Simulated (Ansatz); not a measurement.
Start from `[Cl][In]([Cl])[Cl]` and change one atom or group to get `[OH][In]([Cl])[Cl]`.

Ansatz, PBE0-D4/def2-TZVP geometries, multiplicity 1. Each molecule was computed in one conformer, which needn't be the lowest.

Elements past krypton have def2 core potentials.

```tsv
property	`[Cl][In]([Cl])[Cl]`
HOMO–LUMO gap (B3LYP/def2-TZVPP) / eV	5.96
HOMO–LUMO gap (PBE0/def2-TZVPP) / eV	6.57
LUMO energy (ωB97M-V/def2-TZVPP) / eV	-0.91
LUMO energy (PBE/def2-TZVPP) / eV	-3.76
size of the dipole moment (B3LYP/def2-TZVPP) / D	0.00
HOMO energy (ωB97M-V/def2-TZVPP) / eV	-11.74
```

**Question.** What does the change do to each property? (An estimate is asked.)

**Answer.** The calculation gave: 
```
                                        property  `[OH][In]([Cl])[Cl]`  shift
           HOMO–LUMO gap (B3LYP/def2-TZVPP) / eV                  6.08   0.12
            HOMO–LUMO gap (PBE0/def2-TZVPP) / eV                  6.68   0.11
           LUMO energy (ωB97M-V/def2-TZVPP) / eV                 -0.60   0.31
               LUMO energy (PBE/def2-TZVPP) / eV                 -3.45   0.31
size of the dipole moment (B3LYP/def2-TZVPP) / D                  1.36   1.36
           HOMO energy (ωB97M-V/def2-TZVPP) / eV                -11.51   0.23
```

With PBE0 the HOMO rises by 0.22 eV and the LUMO rises by 0.33 eV, so the gap widens by about 0.11 eV. PBE moves the HOMO by 0.37 eV and ωB97M-V by 0.23 eV. The zero-point energy changes by 31.8 kJ/mol with +3 modes.

B3LYP here is the variant with VWN-RPA as its local correlation; programs differ in this.
